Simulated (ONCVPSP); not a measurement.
Which setting gave this result? (platinum (Pt), ONCV)

Base potential:

platinum (Pt), optimised norm-conserving Vanderbilt (ONCV), made with ONCVPSP 4.0.1 (PBEsol, fully relativistic). Core [Kr] 4d10 4f14, reference 5s2 5p6 5d9 6s1. Waves: 5s+6s: rc 1.40 bohr, ncon 3, nbas 8, qcut 6.8 1/bohr, 2 projectors; 5p: rc 1.05 bohr, ncon 4, nbas 8, qcut 8.4 1/bohr, 2 projectors, debl 2 Ha; 5d: rc 1.80 bohr, ncon 5, nbas 10, qcut 7.9 1/bohr, 2 projectors, debl 1.3 Ha. Local part: polynomial inside 0.70 bohr (lpopt 5, dvloc0 0 Ha). Core correction: Teter function, fcfact 4.75, rcfact 1.65.

Open shells are filled in proportion to 2j + 1.

Cutoffs, loose and tight: the cutoffs (Ha) at which the residual kinetic energy of the hardest occupied pseudo-wave falls to 1 and 0.1 mHa per electron. They do not see the model core or the augmentation charge, which bear on the density cutoff. Test errors are all-electron minus pseudo excitation energies from the reference, over the configurations 5s2 5p6 5d9 6s0; 5s2 5p6 5d8 6s0; 5s2 5p6 5d7 6s0; 5s2 5p5 5d9 6s1; variants that change the core or the reference have their own tests. The largest error is taken over the tests solved by every variant that gives reliable tests at all, those not shown here included: 5s2 5p6 5d7 6s0; 5s2 5p6 5d8 6s0; 5s2 5p6 5d9 6s0.

Only the scale of all radii but the core radius (base = 1) is moved (1 further runs of the sweep failed or gave no value and are left out):

| scale of all radii but the core radius (base = 1) | cutoff, loose | cutoff, tight | bound ghosts | largest test error (meV) |
| --- | --- | --- | --- | --- |
| 0.79 | 319 Ha | 492 Ha | s, p3/2, p1/2 | -8.4 |
| 0.91 | 102 Ha | 200 Ha | s, p3/2 | -9.9 |
| 1.03 | 88 Ha | 169 Ha | s | -10 |
| 1.07 | 60 Ha | 156 Ha | s | -10 |
| 1.14 | 36 Ha | 129 Ha | s | -10 |
| 1.2 | 33 Ha | 107 Ha | s | -8.9 |
| 1.26 | 31 Ha | 53 Ha | s | -6.4 |
| 1.33 | 29 Ha | 35 Ha | s, d3/2 | -3.9 |

One more run gave cutoff, loose: 102 Ha; cutoff, tight: 188 Ha; bound ghosts: s, p3/2; largest test error (meV): -10. Which value of the scale of all radii but the core radius (base = 1) was used?

0.97. The tight cutoff moves one way along this sweep, from 492 Ha at 0.79 to 35 Ha at 1.33, which places the run between 0.91 and 1.03.
